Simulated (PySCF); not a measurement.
Be(I)(GeH3) (BeGeH₃I), SMILES [GeH3][Be][I].

Geometry: B3LYP-D3(BJ)/def2-TZVP. The def2 effective core potentials stand for the cores of I; spin–orbit coupling is left out.

The numbers are results of TDDFT-CAM-B3LYP/def2-SVPD run with PySCF, not measurements.

Vertical excitations; the highest root listed may be one member of a degenerate set. Isolated molecule, no solvent. State labels are in the subgroup Cs.

```tsv
state	symmetry	energy (eV)	λ (nm)	f	main pairs
S1	A"	5.53	224	0.000	HOMO−1→LUMO 48 %, HOMO→LUMO+1 48 %
S2	A"	5.60	221	0.012	HOMO−2→LUMO, HOMO→LUMO+1, HOMO−1→LUMO (degenerate set)
S3	A'	5.60	221	0.012	HOMO−2→LUMO+1, HOMO−1→LUMO+1, HOMO→LUMO (degenerate set)
S4	A"	5.61	221	0.009	HOMO−2→LUMO, HOMO→LUMO+1, HOMO−1→LUMO (degenerate set)
S5	A'	5.61	221	0.009	HOMO−2→LUMO+1, HOMO→LUMO, HOMO−1→LUMO+1 (degenerate set)
S6	A'	6.42	193	0.209	HOMO−1→LUMO+1 43 %, HOMO→LUMO 43 %, HOMO−2→LUMO+2 7 %
S7	A'	6.77	183	0.073	HOMO−1→LUMO+2 (degenerate set)
S8	A"	6.77	183	0.073	HOMO→LUMO+2 (degenerate set)
S9	A'	7.00	177	0.609	HOMO−2→LUMO+2 77 %
S10	A"	7.20	172	0.000	HOMO−3→LUMO+1 48 %, HOMO−4→LUMO 48 %
T1	A"	4.67	266	0	HOMO−2→LUMO (degenerate set)
T2	A'	4.67	266	0	HOMO−2→LUMO+1 (degenerate set)
T3	A'	5.19	239	0	HOMO−1→LUMO+1 47 %, HOMO→LUMO 47 %
T4	A"	5.35	232	0	HOMO−1→LUMO 48 %, HOMO→LUMO+1 48 %
```
Triplets are in the Tamm–Dancoff approximation, which puts them higher than full response would, so one can lie above its singlet here.
